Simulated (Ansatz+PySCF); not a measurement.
# singlet Mg₄O₄: levels of theory in one basis

```xyz
8

Mg   -0.8620   -0.8620   -0.8620
O    -0.9375   -0.9375    0.9375
O    -0.9375    0.9375   -0.9375
Mg   -0.8620    0.8620    0.8620
O     0.9375   -0.9375   -0.9375
Mg    0.8620   -0.8620    0.8620
Mg    0.8620    0.8620   -0.8620
O     0.9375    0.9375    0.9375
```

Basis set: def2-SVP (spherical functions). Left uncorrelated: 8 orbitals. Charge 0, multiplicity 1.

Computed with Ansatz (development build ahead of 0.2.0); each method stands on the lowest determinant of its kind that the runs found.

```json
{"method": "RHF", "E − E(RHF) (eV)": "0.00", "<S²> of the determinant": "0.00"}
```

(1) What does RHF-MP2 give on the same scale?

(2) Is a single determinant a sound starting point here?

Answers

(1) -24.12 eV.

(2) By this sign, yes. Unrestricted orbitals gain 0.00 eV and <S²> is 0.00 against 0.00 for a pure state.
